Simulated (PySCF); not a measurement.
CH7FOSi3, SMILES F[SiH2][C@H]1O[SiH2][SiH2]1. Heavy atoms are numbered as in [F:1][SiH2:2][C@H:3]1[O:4][SiH2:5][SiH2:6]1. Hydrogens are named by the atom that carries them.

Geometry optimised at PBE0-D3(BJ)/def2-SVP. The structure was generated by enumeration; whether it is a known compound was not checked. One conformer was computed; it need not be the lowest.

Level of theory: PBE/def2-TZVP (PySCF).

ESP charges are fitted to the potential on shells at 1.4 to 2.0 van der Waals radii. Atomic charges (e), one atom of each kind:

```json
[
 {"atom": "F1", "meta-Löwdin": "-0.49", "ESP fit": "-0.24", "Löwdin": "-0.01"},
 {"atom": "Si2 (SiH2)", "meta-Löwdin": "0.89", "ESP fit": "0.39", "Löwdin": "0.18"},
 {"atom": "C3 (CH)", "meta-Löwdin": "-0.34", "ESP fit": "-0.05", "Löwdin": "-0.52"},
 {"atom": "O4", "meta-Löwdin": "-0.59", "ESP fit": "-0.32", "Löwdin": "0.07"},
 {"atom": "Si5 (SiH2)", "meta-Löwdin": "0.59", "ESP fit": "0.30", "Löwdin": "0.12"},
 {"atom": "Si6 (SiH2)", "meta-Löwdin": "0.28", "ESP fit": "-0.01", "Löwdin": "0.20"},
 {"atom": "H on Si2", "meta-Löwdin": "-0.11", "ESP fit": "-0.06", "Löwdin": "-0.03"},
 {"atom": "H on C3", "meta-Löwdin": "0.13", "ESP fit": "0.13", "Löwdin": "0.14"},
 {"atom": "H on Si5", "meta-Löwdin": "-0.08", "ESP fit": "-0.04", "Löwdin": "-0.03"},
 {"atom": "H on Si6", "meta-Löwdin": "-0.05", "ESP fit": "0.00", "Löwdin": "-0.02"}
]
```

Computed Mayer and Wiberg (Löwdin basis) orders of the bonds:
```tsv
bond	Mayer	Wiberg
F1–Si2	1.10	1.71
Si2–C3	0.98	1.13
C3–O4	0.91	1.39
O4–Si5	1.10	1.45
C3–Si6	0.92	1.08
Si5–Si6	0.97	1.07
```
